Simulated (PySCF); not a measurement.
**Solvent effects on NMR parameters**

Mapped SMILES: `[BH2:1][O:2][C@@H:3]([CH3:4])[CH2:5][CH:6]1[CH2:7][CH2:8][CH2:9]1`. Each H is labelled by its parent atom. Ha(C7), Ha(C8), Ha(C9) are cis to C5 on the ring; Ha(C5) is pro-R; Hb(C5) is pro-S; Hb(C7), Hb(C8), Hb(C9) are trans to C5 on the ring.

GIAO PBE0/pcSseg-1 in PySCF on one PBE0-D3(BJ)/def2-SVP conformer, non-relativistic, equivalent nuclei averaged. Solvents enter as an IEF-PCM continuum (benzene with ε = 2.3, water with ε = 78.4) around the gas-phase geometry. Shifts are referred to BF3·OEt2, TMS computed in the same medium.

In benzene, δ in ppm: B1 45.8, C3 82.6, C5 48.6, C6 34.3, C7 31.5, C9 29.4, C4 23.6, C8 20.9, H(B1) 5.07, H(C3) 3.81, H(C6) 2.07, Hb(C7) 1.97, Hb(C9) 1.84, Hb(C8) 1.83. Dipole moment 2.20 D.

Problem. How does each δ change in the more polar medium?

Solution. 
| atoms | environment | Δδ, water |
| --- | --- | --- |
| B1 | boron bonded to O, 2 H | 0.0 |
| C3 | sp3 CH bonded to O | +0.9 |
| C5 | sp3 CH2 | +0.3 |
| C6 | sp3 CH in a ring | +0.4 |
| C7 | sp3 CH2 in a ring | +0.2 |
| C9 | sp3 CH2 in a ring | +0.3 |
| C4 | methyl carbon | +0.4 |
| C8 | sp3 CH2 in a ring | +0.2 |
| H(B1) | hydrogen on a boron bonded to O | -0.05 |
| H(C3) | hydrogen on an sp3 CH bonded to O | +0.11 |
| H(C6) | hydrogen on an sp3 CH in a ring | +0.10 |
| Hb(C7) | hydrogen on an sp3 CH2 in a ring | -0.03 |
| Hb(C9) | hydrogen on an sp3 CH2 in a ring | +0.02 |
| Hb(C8) | hydrogen on an sp3 CH2 in a ring | +0.01 |

Changes are relative to benzene. The dipole moment becomes 2.44 D in water.

Problem. Which nuclei move most (in ppm), and what does the model miss?

Solution. C3 (sp3 CH bonded to O, +0.9 ppm) in water. A continuum only polarises the solute; specific hydrogen bonds, the anisotropy of aromatic solvents and changes of geometry or conformer are outside it.
